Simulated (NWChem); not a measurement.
System: WN₃H₅O; SMILES [NH]=[W](=[NH])([NH2])[OH]

Input file for NWChem:

```
start job
memory heap 200 mb stack 900 mb global 1100 mb
geometry units angstroms noautoz
  W      0.064092     0.025129     0.000410
  N     -0.908120     0.168287    -1.452508
  H     -1.744316     0.276745    -2.015570
  N     -0.904609     0.171467     1.455307
  H     -1.738707     0.280309     2.021379
  O      0.986404    -1.646477     0.000866
  H      0.620767    -2.534908    -0.003952
  N      1.320219     1.520441    -0.002399
  H      1.581282     2.036596     0.832060
  H      1.580273     2.034248    -0.838623
end
basis spherical
  * library def2-svp
end
ecp
  W library def2-ecp
end
dft
  xc m06-l
  grid xcoarse
  iterations 150
  mulliken
end
task dft gradient
```

Parts of the log:

```
             Northwest Computational Chemistry Package (NWChem) 7.3.0
             --------------------------------------------------------

 C1  symmetry detected

                             Geometry "geometry" -> ""
                             -------------------------

 Output coordinates in angstroms (scale by  1.889725989 to convert to a.u.)

  No.       Tag          Charge          X              Y              Z
 ---- ---------------- ---------- -------------- -------------- --------------
    1 W                   74.0000    -0.02283272    -0.01198903     0.00004062
    2 N                    7.0000    -1.00071190     0.05068275    -1.45477403
    3 H                    1.0000    -1.84190092     0.09008025    -2.01946382
    4 N                    7.0000    -1.00307393     0.05463112     1.45304119
    5 H                    1.0000    -1.84437819     0.09477412     2.01748716
    6 O                    8.0000     1.03350217    -1.60229568     0.00279964
    7 H                    1.0000     0.74199226    -2.51772888    -0.00242521
    8 N                    7.0000     1.10639160     1.58133220    -0.00086261
    9 H                    1.0000     1.32262294     2.11730533     0.83392389
   10 H                    1.0000     1.32502762     2.11460034    -0.83675715

 Effective nuclear repulsion energy (a.u.)     781.7503504896

                                 NWChem DFT Module
                                 -----------------

 Summary of "ao basis" -> "ao basis" (spherical)
 ------------------------------------------------------------------------------
       Tag                 Description            Shells   Functions and Types
 ---------------- ------------------------------  ------  ---------------------
 W                          def2-svp                12       32   6s3p2d1f
 N                          def2-svp                 6       14   3s2p1d
 H                          def2-svp                 3        5   2s1p
 O                          def2-svp                 6       14   3s2p1d

            General Information
            -------------------
          SCF calculation type: DFT
          Wavefunction type:  closed shell.
          No. of atoms     :    10
          No. of electrons :    48
           Alpha electrons :    24
            Beta electrons :    24
          Charge           :     0
          Spin multiplicity:     1
          Use of symmetry is: off; symmetry adaption is: off
          Maximum number of iterations: 150
          AO basis - number of functions:   113
                     number of shells:    51
          Convergence on energy requested:  1.00D-06
          Convergence on density requested:  1.00D-05
          Convergence on gradient requested:  5.00D-04

              XC Information
              --------------
                        M06-L Method XC Functional
                         M06-L Exchange Functional  1.000
                       M06-L Correlation Potential  1.000

             Grid Information
             ----------------
          Grid used for XC integration:  xcoarse
          Radial quadrature: Mura-Knowles
          Angular quadrature: Lebedev.
          Tag              B.-S. Rad. Rad. Pts. Rad. Cut. Ang. Pts.
          ---              ---------- --------- --------- ---------
          W                   1.35       84           8.0       194
          N                   0.65       21          10.0       194
          H                   0.35       21          11.0       194
          O                   0.60       21          10.0       194
          Grid pruning is: on
          Number of quadrature shells:   273
          Spatial weights used:  Erf1

      Superposition of Atomic Density Guess
      -------------------------------------

 Sum of atomic energies:        -313.09671017

      Non-variational initial energy
      ------------------------------

 Total energy =    -307.230864
 1-e energy   =    -879.195803
 2-e energy   =     349.888223
 HOMO         =      -0.347939
 LUMO         =      -0.000493

     ---------------------------------------------
      Total Density - Mulliken Population Analysis
     ---------------------------------------------

    Atom       Charge   Shell Charges
 -----------   ------   -------------------------------------------------------
    1 W   14    11.54   0.04 -0.35  1.80  0.54  0.37  0.07  5.49  0.56  0.18  2.25  0.43  0.15
    2 N    7     8.05   1.99  1.09  0.58  2.65  1.75  0.01
    3 H    1     0.76   0.60  0.12  0.04
    4 N    7     8.05   1.99  1.09  0.58  2.65  1.75  0.01
    5 H    1     0.76   0.60  0.12  0.04
    6 O    8     8.86   1.99  1.10  0.67  3.11  1.98  0.00
    7 H    1     0.64   0.52  0.06  0.06
    8 N    7     7.85   1.99  1.03  0.50  2.58  1.74  0.01
    9 H    1     0.74   0.59  0.11  0.04
   10 H    1     0.74   0.59  0.11  0.04

   convergence    iter        energy       DeltaE   RMS-Dens  Diis-err
 ---------------- ----- ----------------- --------- --------- ---------
 d= 0,ls=0.0,diis     1   -309.1914048404 -5.31D+02  3.76D-02  2.72D+00
 d= 0,ls=0.0,diis     2   -305.3121093797  3.88D+00  3.26D-02  3.30D+01
 d= 0,ls=0.0,diis     3   -309.4172563134 -4.11D+00  6.45D-03  7.75D-01
 d= 0,ls=0.0,diis     4   -309.4846665599 -6.74D-02  2.72D-03  2.05D-01
 d= 0,ls=0.0,diis     5   -309.5051983556 -2.05D-02  9.95D-04  1.84D-02
  Resetting Diis
 d= 0,ls=0.0,diis     6   -309.5006842278  4.51D-03  7.71D-04  4.44D-03
 d= 0,ls=0.0,diis     7   -309.5018638772 -1.18D-03  1.76D-03  1.97D-03
 d= 0,ls=0.0,diis     8   -309.5027700126 -9.06D-04  3.81D-04  7.71D-04
 d= 0,ls=0.0,diis     9   -309.5028123422 -4.23D-05  1.71D-04  4.75D-04
 d= 0,ls=0.0,diis    10   -309.5028611223 -4.88D-05  6.08D-05  1.15D-04
 d= 0,ls=0.0,diis    11   -309.5028720216 -1.09D-05  3.38D-05  1.56D-05
 d= 0,ls=0.0,diis    12   -309.5028719249  9.67D-08  2.15D-05  1.57D-05
 d= 0,ls=0.0,diis    13   -309.5028737420 -1.82D-06  1.84D-06  3.84D-08
 d= 0,ls=0.0,diis    14   -309.5028737463 -4.29D-09  7.90D-07  4.87D-09

         Total DFT energy =     -309.502873746282
      One electron energy =     -885.247369077111
           Coulomb energy =      392.432424488085
    Exchange-Corr. energy =      -38.764644234868
 Nuclear repulsion energy =      222.076715077612

 Numeric. integr. density =       47.999152674373

                       DFT Final Molecular Orbital Analysis
                       ------------------------------------

 Vector   22  Occ=2.000000D+00  E=-2.459334D-01
              MO Center= -3.0D-01,  3.6D-01,  3.5D-03, r^2= 3.8D+00
   Bfn.  Coefficient  Atom+Function         Bfn.  Coefficient  Atom+Function
  ----- ------------  ---------------      ----- ------------  ---------------
    56      0.275990   4 N  py               93     -0.274838   8 N  px
    37      0.273147   2 N  py               96      0.255170   8 N  px
    59     -0.217239   4 N  py               40     -0.215039   2 N  py
     8      0.202981   1 W  py               16      0.170697   1 W  d -2
    74     -0.149447   6 O  px               77     -0.141363   6 O  px

 Vector   23  Occ=2.000000D+00  E=-2.247365D-01
              MO Center=  1.6D-01,  7.0D-01,  5.5D-03, r^2= 3.7D+00
   Bfn.  Coefficient  Atom+Function         Bfn.  Coefficient  Atom+Function
  ----- ------------  ---------------      ----- ------------  ---------------
    93      0.323495   8 N  px               96     -0.263130   8 N  px
    94     -0.259645   8 N  py               97      0.242325   8 N  py
    37      0.238990   2 N  py               56      0.236154   4 N  py
    40     -0.193751   2 N  py               59     -0.191324   4 N  py
    92     -0.147399   8 N  s                16      0.134744   1 W  d -2

 Vector   24  Occ=2.000000D+00  E=-2.220665D-01
              MO Center= -5.8D-01, -2.1D-01,  2.4D-05, r^2= 3.5D+00
   Bfn.  Coefficient  Atom+Function         Bfn.  Coefficient  Atom+Function
  ----- ------------  ---------------      ----- ------------  ---------------
    36      0.261719   2 N  px               55     -0.260115   4 N  px
    76     -0.249089   6 O  pz               38     -0.238843   2 N  pz
    57     -0.237186   4 N  pz               39     -0.212498   2 N  px
    58      0.211190   4 N  px               19     -0.197341   1 W  d  1
    79     -0.197818   6 O  pz               41      0.180418   2 N  pz

 Vector   25  Occ=0.000000D+00  E=-3.343119D-02
              MO Center=  3.5D-02,  2.3D-03, -5.6D-04, r^2= 2.6D+00
   Bfn.  Coefficient  Atom+Function         Bfn.  Coefficient  Atom+Function
  ----- ------------  ---------------      ----- ------------  ---------------
    20      0.762650   1 W  d  2             18     -0.288586   1 W  d  0
    96     -0.239870   8 N  px               60      0.217895   4 N  pz
    41     -0.216582   2 N  pz               93      0.208601   8 N  px
    86      0.185502   7 H  s                57     -0.168879   4 N  pz
    38      0.167873   2 N  pz               16     -0.161638   1 W  d -2

[...]

                         DFT ENERGY GRADIENTS

    atom               coordinates                        gradient
                 x          y          z           x          y          z
   1 W      -0.043148  -0.022656   0.000077    0.019384  -0.005394   0.000051
   2 N      -1.891071   0.095777  -2.749124   -0.002873  -0.000147   0.000152
   3 H      -3.480688   0.170227  -3.816233    0.001985  -0.000317   0.000990
   4 N      -1.895535   0.103238   2.745850   -0.002880  -0.000123  -0.000205
   5 H      -3.485369   0.179097   3.812498    0.001961  -0.000317  -0.000970
   6 O       1.953036  -3.027900   0.005291   -0.011245   0.013469  -0.000070
   7 H       1.402162  -4.757818  -0.004583    0.000534   0.002082   0.000047
   8 N       2.090777   2.988285  -0.001630   -0.006730  -0.006889   0.000002
   9 H       2.499395   4.001127   1.575888   -0.000044  -0.001189   0.000645
  10 H       2.503939   3.996015  -1.581242   -0.000091  -0.001176  -0.000642
```

Level: M06-L/def2-SVP with def2 effective core potentials on W. The geometry was optimised at PBE0/def2-SVP. Not confirmed as a minimum by frequencies. def2 effective core potentials on W; no spin-orbit coupling.
